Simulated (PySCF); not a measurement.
Species: CH5BO2S.
SMILES: `CSB(O)O`

Torsions of this conformer, `[CH3:1][S:2][B:3]([OH:4])[OH:5]`: C1–S2–B3–O4 -2°, H–O4–B3–S2 -1°, H–O5–B3–S2 0°.

The closed-shell ground state was solved at several levels (PySCF, density fitting, gas phase, non-relativistic). The structure is a single PBE0-D3(BJ)/def2-SVP conformer in the gas phase; no vibrational or solvent corrections.

```json
{"level": "PBE0/pcSseg-1", "basis functions": "117", "total energy (Eh)": "-614.3170", "HOMO (eV)": "-7.24", "LUMO (eV)": "0.42", "gap (eV)": "7.66", "dipole (D)": "2.56"}
{"level": "HF/pcSseg-2", "basis functions": "257", "total energy (Eh)": "-612.9598", "HOMO (eV)": "-10.09", "LUMO (eV)": "2.30", "gap (eV)": "12.39", "dipole (D)": "2.79"}
```

(1) What might CAM-B3LYP/def2-SVPD (153 basis functions) give for the same quantities?

(2) Over all these levels, which gives the widest orbital gap and which the narrowest?

(3) How far do the dipole and the HOMO energy spread over the levels?

Results:

(1) Total energy -614.3987 Eh, HOMO -8.58 eV, LUMO 0.58 eV, gap 9.16 eV, dipole 2.66 D.

(2) HF/pcSseg-2 (Hartree–Fock, all exact exchange) has the widest, 12.39 eV, and PBE0/pcSseg-1 (global hybrid, 25 % exact exchange) the narrowest, 7.66 eV. Functional and basis both differ between the two, so the spread mixes both effects. The HOMO need not be the same orbital at Hartree–Fock and at DFT levels.

(3) The dipole runs from 2.56 to 2.79 D (mean 2.67 D) and the HOMO from -10.09 to -7.24 eV.
